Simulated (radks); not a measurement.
Q: These are the eigenvalues of the occupied orbitals of an atom or ion with whole-number occupations (hartree). Method: non-relativistic Kohn-Sham, PBE, spin-polarised, spherical densities, point nucleus; computed with a radial shooting solver on a logarithmic mesh with Libxc functionals.

1s up: -1033.042
1s down: -1033.042
2s up: -156.8230
2s down: -156.7716
2p up: -147.0301
2p down: -146.9921
3s up: -34.21404
3s down: -34.19027
3p up: -30.18379
3p down: -30.15633
3d up: -22.72532
3d down: -22.68216
4s up: -9.35449
4s down: -9.18211
4p up: -7.96619
4p down: -7.79446
4d up: -5.59751
4d down: -5.43146

Which element is it, and in what charge state? The configuration may be excited. Open shells, if any, are filled with parallel spins first.

A: Z = 50, tin, charge +8: Sn8+ in [Kr] 4d6. The list shows which subshells hold electrons but not how many an open one holds; the 1s level, -1033 hartree, gives Z - s = 45.5 by -(Z - s)^2/2, which with screening narrows Z to a few neighbours, and the depths of the outer levels then fix element, charge and occupations together.
